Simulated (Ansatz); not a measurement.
Consider the formal exchange of groups at the Sn–N bond: `[NH2][SnH2][Cl]` + `C#CCNCO` → `C#[C][SnH2][Cl]` + `NCNCO`.

Program: Ansatz. Geometries: PBE0-D4/def2-TZVP. ΔE: electronic, gas phase. CBS: MP2 limit from def2 TZ/QZ plus the TZ coupled-cluster correction, frozen cores. Functionals use def2-TZVPP. B3LYP here is the variant with VWN-RPA as its local correlation; programs differ in this. def2 core potentials past Kr. For Sn outer-core shells are correlated without core-valence functions, which leaves a few kJ/mol of doubt a bond. Each species was taken in one conformer, which may not be the lowest.

```json
{"level": "PBE0-D4", "ΔE (kcal/mol)": "5.8", "difference from CCSD(T)/CBS": "0.9"}
{"level": "B3LYP-D4", "ΔE (kcal/mol)": "5.8", "difference from CCSD(T)/CBS": "0.9"}
{"level": "ωB97X-V", "ΔE (kcal/mol)": "4.8", "difference from CCSD(T)/CBS": "-0.1"}
{"level": "r2SCAN", "ΔE (kcal/mol)": "6.3", "difference from CCSD(T)/CBS": "1.4"}
{"level": "PBE0", "ΔE (kcal/mol)": "5.9", "difference from CCSD(T)/CBS": "1.0"}
{"level": "HF/def2-TZVPP", "ΔE (kcal/mol)": "4.4", "difference from CCSD(T)/CBS": "-0.5"}
{"level": "SCS-MP2/def2-TZVPP", "ΔE (kcal/mol)": "4.1", "difference from CCSD(T)/CBS": "-0.8"}
{"level": "CCSD/def2-TZVPP", "ΔE (kcal/mol)": "3.7", "difference from CCSD(T)/CBS": "-1.2"}
{"level": "CCSD(T)/def2-TZVPP", "ΔE (kcal/mol)": "3.6", "difference from CCSD(T)/CBS": "-1.3"}
{"level": "HF/CBS(def2)", "ΔE (kcal/mol)": "4.7", "difference from CCSD(T)/CBS": "-0.2"}
{"level": "CCSD(T)/CBS", "ΔE (kcal/mol)": "4.9", "difference from CCSD(T)/CBS": "0"}
```

Largest T1 diagnostic among the species: 0.013.
